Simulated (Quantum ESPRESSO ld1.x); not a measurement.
All-electron atom: Ta V in [Xe] 4f14 6s1 (not the ground configuration).

Method: scalar-relativistic Kohn-Sham, LDA (Slater exchange, Perdew-Zunger correlation), spin-polarised, spherical densities, point nucleus; open shells are filled with parallel spins first; computed with ld1.x of Quantum ESPRESSO 7.5.

Energy parts (hartree):
total: -15592.120
kinetic: 17130.603
electron-nucleus: -38402.608
Hartree: 5984.337
exchange-correlation: -304.452

Orbitals (lengths in bohr, moments of r in powers of bohr):
orbital	occ.	eigenvalue (hartree)	<r^4>	<r>	<1/r>
1s up	1	-2475.48	6.214e-07	0.01867	85.40
1s down	1	-2475.48	6.214e-07	0.01867	85.40
2s up	1	-426.779	0.00009398	0.07899	19.95
2s down	1	-426.778	0.00009398	0.07899	19.95
2p up	3	-374.350	0.00007333	0.07059	18.14
2p down	3	-374.349	0.00007333	0.07059	18.14
3s up	1	-99.0581	0.003474	0.2050	7.382
3s down	1	-99.0575	0.003474	0.2050	7.382
3p up	3	-83.4670	0.003721	0.2050	6.832
3p down	3	-83.4664	0.003721	0.2050	6.832
3d up	5	-65.2475	0.002879	0.1857	6.462
3d down	5	-65.2469	0.002879	0.1857	6.462
4s up	1	-21.5261	0.08231	0.4590	3.136
4s down	1	-21.5251	0.08230	0.4590	3.136
4p up	3	-16.4100	0.1098	0.4880	2.851
4p down	3	-16.4089	0.1098	0.4880	2.851
4d up	5	-9.86190	0.1637	0.5234	2.532
4d down	5	-9.86053	0.1636	0.5233	2.532
4f up	7	-2.61493	0.6070	0.6333	2.011
4f down	7	-2.61281	0.5996	0.6326	2.012
5s up	1	-4.36895	2.560	1.087	1.228
5s down	1	-4.36418	2.541	1.086	1.229
5p up	3	-3.09981	4.736	1.255	1.044
5p down	3	-3.09187	4.646	1.251	1.047
5d up	0	-1.63015	17.64	1.707	0.7480
5d down	0	-1.60804	16.78	1.686	0.7576
6s up	1	-1.44356	64.47	2.476	0.5198
6s down	0	-1.39800	65.02	2.474	0.5219
6p up	0	-1.12521	119.4	2.886	0.4463
6p down	0	-1.08049	125.6	2.913	0.4420

The highest occupied level is 6s up at -39.281 eV. The configuration is held as typed, so some empty levels lie below it. Spin moment in Bohr magnetons: 1.
